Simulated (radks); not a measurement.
Values are calculated unless marked as measured or tabulated.
Excited configurations of Yb3+: one electron is placed in a higher orbital outside [Xe] 4f12. The ground configuration is [Xe] 4f13. Level of theory: non-relativistic Kohn-Sham, PBE, spin-polarised, spherical densities, point nucleus; open shells are filled with parallel spins first (spin-orbit coupling, left out, can overturn this in heavy ions); relativity is left out, which matters for an element this heavy (a radial shooting solver on a logarithmic mesh with Libxc functionals). Excitation = E - E(ground); binding = E(ion) - E, where the ion is the core of charge +4; n* = 4/sqrt(2 binding) in atomic units, and the quantum defect is n - n*.

outer orbital	excitation (eV)	binding (eV)	n*	quantum defect	eigenvalue (eV)	<r> (bohr)
5d	17.369	33.862	2.535	2.465	-28.285	1.924
5f	36.696	14.535	3.870	1.130	-12.170	4.097
6s	22.170	29.061	2.737	3.263	-25.673	2.954
6p	27.371	23.860	3.021	2.979	-21.003	3.368
6d	34.758	16.473	3.635	2.365	-14.504	4.460
6f	41.556	9.675	4.744	1.256	-8.420	7.143
7s	35.442	15.789	3.713	3.287	-14.157	5.377
7p	37.566	13.665	3.991	3.009	-12.197	5.990
7d	40.953	10.278	4.602	2.398	-9.110	7.524
7f	44.457	6.774	5.669	1.331	-6.016	10.93

The Delta-SCF ionisation energy is 51.231 eV (NIST Atomic Spectra Database: 43.61 eV, semi-empirical). Self-interaction in the functional shifts the binding energies and quantum defects, so they are the method's values and not measured ones. Relativity is left out here, which matters for elements this heavy. Open shells are spherical and high-spin; term and fine-structure splittings are not resolved.
